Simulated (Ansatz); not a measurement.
Born–Oppenheimer molecular dynamics of AlH$_{8}$N$_{3}$ (12 atoms, charge 0, multiplicity 1). It starts from a rough guess of a transition structure, not a stationary point.

These are results of UKS r2SCAN/6-31G in Ansatz, not measurements.

- ensemble: NVE (velocity Verlet)
- time step: 0.5 fs
- steps asked: 150
- starting velocities drawn for: 100 K
- seed: 335279

First frame:

```xyz
12
Properties=species:S:1:pos:R:3
Al -0.195 0.263 0.267
H 1.043 -1.102 1.050
N 0.543 1.874 0.402
N -1.886 -0.187 0.579
H 1.048 -1.223 0.072
N 0.790 -1.062 -1.240
H 1.433 2.134 -0.001
H 0.206 2.645 0.959
H -2.614 0.399 0.962
H -2.254 -1.122 0.465
H 1.572 -0.788 -1.819
H 0.314 -1.829 -1.694
```

Question: How far do the bonds stretch over the last three quarters of this one trajectory? (Pairs bonded in most of those frames.)

Answer: 
| bond | mean (Å) | spread (Å) | shortest | longest |
| --- | --- | --- | --- | --- |
| Al1–H2 | 1.648 | 0.093 | 1.49 | 1.79 |
| Al1–N3 | 1.845 | 0.017 | 1.81 | 1.87 |
| Al1–N4 | 1.854 | 0.028 | 1.81 | 1.89 |
| Al1–N6 | 2.123 | 0.037 | 2.06 | 2.17 |
| N3–H7 | 1.015 | 0.010 | 1.00 | 1.03 |
| N3–H8 | 1.017 | 0.014 | 0.99 | 1.04 |
| N4–H9 | 1.021 | 0.011 | 1.01 | 1.04 |
| N4–H10 | 1.019 | 0.015 | 0.99 | 1.05 |
| H5–N6 | 1.031 | 0.062 | 0.93 | 1.13 |
| N6–H11 | 1.027 | 0.035 | 0.96 | 1.11 |
| N6–H12 | 1.026 | 0.035 | 0.97 | 1.09 |

Mean temperature of the second half: 864 K. The conserved energy stayed within 0.41 meV per atom of its start (net change -0.084 meV per atom), so the integration is sound. The system heated up, since it started high on the potential surface and ran downhill. A run of 0.075 ps of so small a system gives no equilibrium averages. The orbitals stay closed-shell, which can raise the energy where a bond breaks towards radicals; this wasn't checked here. Limits of this set-up: no polarisation functions.

Time of the run: 19 min on 1 thread of Arm Neoverse V1, on a shared host, peak memory 0.19 GiB.
